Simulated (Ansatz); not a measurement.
```yaml
crystal:
  periodic: [false, false, false]
  atoms:
    - {symbol: In, position_ang: [0.148410, -0.064212, -1.075709]}
    - {symbol: O, position_ang: [0.192515, 0.015064, 1.396021]}
    - {symbol: H, position_ang: [-0.412897, -0.586777, 1.701611]}
    - {symbol: H, position_ang: [-0.236897, 0.909156, 1.625242]}
    - {symbol: H, position_ang: [1.840547, -0.281981, -1.420040]}
    - {symbol: H, position_ang: [-0.561090, 1.564840, -1.154081]}
    - {symbol: H, position_ang: [-0.955169, -1.398448, -1.022098]}
basis:
  gaussian: {orbitals: def2-TZVP}
hamiltonian: {xc: {name: HF}}
scf: {lower_state_search: off}
output: {forces: true}
```

```sh
$ ansatz run in.yaml --threads 4 --pin off --events-out ev --progress --plain --max-ram 3916MiB
```

It prints (some lines left out):

```
Functional definition: HF
946 factors; their error is unknown
mean field evaluation 1: about -7262.8368 eV, gradient 3.1e1 eV
mean field evaluation 2: about -7264.1825 eV, gradient 1.9e1 eV
mean field evaluation 4: about -7264.7279 eV, gradient 4.1e-1 eV
mean field evaluation 8: about -7264.9390 eV, gradient 7.2e-1 eV
mean field -7264.93941901 eV, -266.9815992956 hartree, gradient 1.7e-6 eV, S^2 0.000000; 0 other end points of the search recorded, 0 dependent functions left out
reference -7264.93941901 eV, -266.9815992956 hartree; 17, 17 occupied and 94, 94 virtual orbitals, 946 factors
Total energy: -7264.93941901 eV, -266.9815992956 hartree
Atom 0 at     0.148410    -0.064212    -1.075709 Å, force     0.075991     0.394197    -0.020595 eV/Å
Atom 1 at     0.192515     0.015064     1.396021 Å, force    -0.118201     4.848534    -0.100562 eV/Å
Atom 2 at    -0.412897    -0.586777     1.701611 Å, force    -1.575325    -2.028690     0.904702 eV/Å
Atom 3 at    -0.236897     0.909156     1.625242 Å, force     1.650739    -2.776184    -0.745219 eV/Å
Atom 4 at     1.840547    -0.281981    -1.420040 Å, force    -0.080032    -0.002139    -0.006457 eV/Å
Atom 5 at    -0.561090     1.564840    -1.154081 Å, force     0.140855    -0.270294     0.009059 eV/Å
Atom 6 at    -0.955169    -1.398448    -1.022098 Å, force    -0.094027    -0.165424    -0.040928 eV/Å
Dipole moment:    -0.305294     0.066309     0.608183 e Å
Checks for a lower state left out: stability, starts, cluster_reference, orbital_swaps, neighbouring_geometries, increment
```

Run time 0.45 s (4 threads of Arm Neoverse V1 on a shared host).

In the def2 sets In takes a core potential; there is no spin–orbit coupling.
